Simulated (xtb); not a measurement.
Job for xtb: GFN2-xTB on C2H8 (a complex), monomers drawn apart or pushed together.

```
$ xtb mol.xyz --gfn 2 --sp --chrg 0 --uhf 0
10

C      0.04221449    -0.11211833     0.06518686
H     -0.06439398    -1.09325900     0.52546081
H      0.07891513    -0.21940730    -1.01807791
H     -0.80741849     0.51078816     0.34105329
H      0.96164519     0.35402960     0.41628357
C     -0.03375620     0.08967014     3.36786743
H     -0.25000880     1.05308526     2.90861317
H     -0.78501115    -0.63525258     3.05792954
H      0.95035912    -0.25029723     3.04871652
H     -0.05030238     0.19059982     4.45222807
```

The head of its log:

```
[...]
           -------------------------------------------------
          |                Calculation Setup                |
           -------------------------------------------------



molecular fragmentation (1/2 indicates fragments):
1111122222
# atoms in fragment 1/2:     5     5
 fragment masses (1/2) :       16.04       16.04
CMA distance (Bohr)    :   6.253
constraining FC (au)   :  0.0500

           -------------------------------------------------
          |                 G F N 2 - x T B                 |
           -------------------------------------------------

        Reference                      10.1021/acs.jctc.8b01176
      * Hamiltonian:
        H0-scaling (s, p, d)           1.850000    2.230000    2.230000
        zeta-weighting                 0.500000
      * Dispersion:
        s8                             2.700000
        a1                             0.520000
        a2                             5.000000
        s9                             5.000000
      * Repulsion:
        kExp                           1.500000    1.000000
        rExp                           1.000000
      * Coulomb:
        alpha                          2.000000
        third order                    shell-resolved
        anisotropic                    true
        a3                             3.000000
        a5                             4.000000
        cn-shift                       1.200000
        cn-exp                         4.000000
        max-rad                        5.000000


          ...................................................
          :                      SETUP                      :
          :.................................................:
          :  # basis functions                  16          :
          :  # atomic orbitals                  16          :
          :  # shells                           12          :
          :  # electrons                        16          :
          :  max. iterations                   250          :
          :  Hamiltonian                  GFN2-xTB          :
          :  restarted?                      false          :
          :  GBSA solvation                  false          :
          :  PC potential                    false          :
          :  electronic temp.          300.0000000     K    :
          :  accuracy                    1.0000000          :
          :  -> integral cutoff          0.2500000E+02      :
          :  -> integral neglect         0.1000000E-07      :
          :  -> SCF convergence          0.1000000E-05 Eh   :
          :  -> wf. convergence          0.1000000E-03 e    :
          :  Broyden damping             0.4000000          :
          :  net charge                          0          :
          :  unpaired electrons                  0          :
          ...................................................

 iter      E             dE          RMSdq      gap      omega  full diag
   1     -8.4622670 -0.846227E+01  0.242E+00   16.68       0.0  T
   2     -8.4866533 -0.243863E-01  0.914E-01   16.48       1.0  T
```

Task: Give the final energy of this run.

Result: -8.3500 hartree.
